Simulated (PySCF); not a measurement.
GeH6OSi.

```xyz
9

Si    -1.3043    -0.2455    -0.0983
O     -1.8081     1.1102    -0.9420
Ge     1.0382    -0.1637     0.2553
H     -1.9893    -0.3659     1.2261
H     -1.6713    -1.4172    -0.9356
H     -1.5735     1.9651    -0.5674
H      1.4115     1.1371     0.9924
H      1.7994    -0.1772    -1.0806
H      1.5255    -1.3480     1.1075
```

The structure is a stationary point at ωB97X-D3(BJ)/def2-SVP. One conformer was computed; it need not be the lowest.

Method: KT2/pcSseg-1 in PySCF. Non-relativistic, no solvent.

Computed absolute GIAO shielding of each atom: isotropic value and principal components (ppm):
```tsv
atom	σ(iso)	σ11	σ22	σ33	span
Si1	373.1	298.7	347.6	472.9	174.2
O2	321.2	264.2	325.5	373.9	109.7
Ge3	1694.3	1684.7	1696.6	1701.5	16.8
H4	25.3	21.4	24.7	30.0	8.6
H5	25.6	22.2	24.7	30.0	7.9
H6	31.5	23.3	28.1	43.0	19.7
H7	27.9	22.3	22.8	38.5	16.1
H8	27.7	22.1	22.5	38.6	16.6
H9	27.9	22.2	22.3	39.0	16.8
```
